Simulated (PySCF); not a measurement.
## Two-component Hartree-Fock for Tl³⁹⁺ (thallium, charge +39)

Start: [Kr] 4d6; 4d3/2 filled at m_j = -3/2, -1/2, +1/2, +3/2; 4d5/2 filled at m_j = +3/2, +5/2. Calculated with PySCF 2.14 in an uncontracted even-tempered set (16 s from 4.6 bohr⁻², ratio 2.8; 14 p from 5.9 bohr⁻², ratio 2.8; 9 d from 5.9 bohr⁻², ratio 2.8; 3 f from 25 bohr⁻², ratio 3): generalised Hartree-Fock with the X2C-1e Hamiltonian and a Gaussian nucleus; one run each with spin-orbit coupling (SO) switched off, then screened by Boettger's factors.

```json
{"spinor shell": "1s1/2", "electrons": "2", "ε, spin-free (eV)": "-87723.5", "ε, screened SO (eV)": "-87685.9", "weight of nominal j (screened SO)": "1.000", "rms radius, screened SO (bohr)": "0.0184"}
{"spinor shell": "2s1/2", "electrons": "2", "ε, spin-free (eV)": "-17185.6", "ε, screened SO (eV)": "-17172.7", "weight of nominal j (screened SO)": "1.000", "rms radius, screened SO (bohr)": "0.0743"}
{"spinor shell": "2p1/2", "electrons": "2", "ε, spin-free (eV)": "-15038.1", "ε, screened SO (eV)": "-16531.7", "weight of nominal j (screened SO)": "1.000", "rms radius, screened SO (bohr)": "0.0629"}
{"spinor shell": "2p3/2", "electrons": "4", "ε, spin-free (eV)": "-15038.1", "ε, screened SO (eV)": "-14457.1", "weight of nominal j (screened SO)": "1.000", "rms radius, screened SO (bohr)": "0.0711"}
{"spinor shell": "3s1/2", "electrons": "2", "ε, spin-free (eV)": "-5445.7", "ε, screened SO (eV)": "-5440.9", "weight of nominal j (screened SO)": "1.000", "rms radius, screened SO (bohr)": "0.188"}
{"spinor shell": "3p1/2", "electrons": "2", "ε, spin-free (eV)": "-4814.4", "ε, screened SO (eV)": "-5155.2", "weight of nominal j (screened SO)": "1.000", "rms radius, screened SO (bohr)": "0.180"}
{"spinor shell": "3p3/2", "electrons": "4", "ε, spin-free (eV)": "-4814.4", "ε, screened SO (eV)": "-4677.5", "weight of nominal j (screened SO)": "1.000", "rms radius, screened SO (bohr)": "0.195"}
{"spinor shell": "3d3/2", "electrons": "4", "ε, spin-free (eV)": "-4158.1", "ε, screened SO (eV)": "-4219.3", "weight of nominal j (screened SO)": "1.000", "rms radius, screened SO (bohr)": "0.171"}
{"spinor shell": "3d5/2", "electrons": "6", "ε, spin-free (eV)": "-4158.1", "ε, screened SO (eV)": "-4112.7", "weight of nominal j (screened SO)": "1.000", "rms radius, screened SO (bohr)": "0.175"}
{"spinor shell": "4s1/2", "electrons": "2", "ε, spin-free (eV)": "-2362.7", "ε, screened SO (eV)": "-2360.8", "weight of nominal j (screened SO)": "1.000", "rms radius, screened SO (bohr)": "0.391"}
{"spinor shell": "4p1/2", "electrons": "2", "ε, spin-free (eV)": "-2126.3", "ε, screened SO (eV)": "-2239.6", "weight of nominal j (screened SO)": "0.999", "rms radius, screened SO (bohr)": "0.391"}
{"spinor shell": "4p3/2", "electrons": "4", "ε, spin-free (eV)": "-2126.3", "ε, screened SO (eV)": "-2079.4", "weight of nominal j (screened SO)": "1.000", "rms radius, screened SO (bohr)": "0.421"}
{"spinor shell": "4d3/2", "electrons": "4", "ε, spin-free (eV)": "-1879.4", "ε, screened SO (eV)": "-1893.4", "weight of nominal j (screened SO)": "0.988", "rms radius, screened SO (bohr)": "0.405"}
{"spinor shell": "4d5/2", "electrons": "2", "ε, spin-free (eV)": "-1879.4", "ε, screened SO (eV)": "-1863.4", "weight of nominal j (screened SO)": "0.989", "rms radius, screened SO (bohr)": "0.412"}
```

```
   quantity     spin-free   screened SO
E (hartree)  -19304.51017  -19340.97306
        M_J             4             4
       ⟨J²⟩        20.000        20.008
       ⟨L²⟩         6.000        12.710
       ⟨S²⟩         6.000         3.038
```

Each row is a mean over spinors that exchange with the open shell spreads, by up to 23.925 eV (4p3/2).

Breit and QED terms are absent; they matter most for the inner s and p1/2 levels.

Densities and radii are taken from the X2C orbitals without a picture-change correction, which distorts them close to the nucleus.

Without spin-orbit coupling the j labels of p, d and f shells carry no meaning; the spin-free column gives the mean over the occupied spinors of each nl shell.
